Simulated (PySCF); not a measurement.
**Excitation energy of Re²⁺ by level of theory**

Re²⁺ [Xe] 4f14 5d5 (6S) → Re²⁺ [Xe] 4f14 5d4 6s1 (6D), as a difference of total energies. Computed with PySCF 2.14 in aug-cc-pVTZ-PP with one added diffuse shell each of s, p, d, f, g type with ECP60MDF (7s7p6d4f3g, 113 functions), with scalar relativity through the core potential. Correlated levels: valence: 5s2 5p6 frozen. The calculations carry no spin-orbit coupling.

```json
{"method": "UHF", "excitation energy (cm⁻¹)": "21721"}
{"method": "LDA", "excitation energy (cm⁻¹)": "17894"}
{"method": "PBE", "excitation energy (cm⁻¹)": "18983"}
{"method": "PBE0", "excitation energy (cm⁻¹)": "20599"}
{"method": "r2SCAN", "excitation energy (cm⁻¹)": "19150"}
{"method": "revPBE", "excitation energy (cm⁻¹)": "19323"}
{"method": "M06-L", "excitation energy (cm⁻¹)": "23984"}
{"method": "TPSS", "excitation energy (cm⁻¹)": "19172"}
{"method": "MP2 (valence)", "excitation energy (cm⁻¹)": "22286"}
{"method": "SCS-MP2 (valence)", "excitation energy (cm⁻¹)": "21909"}
```
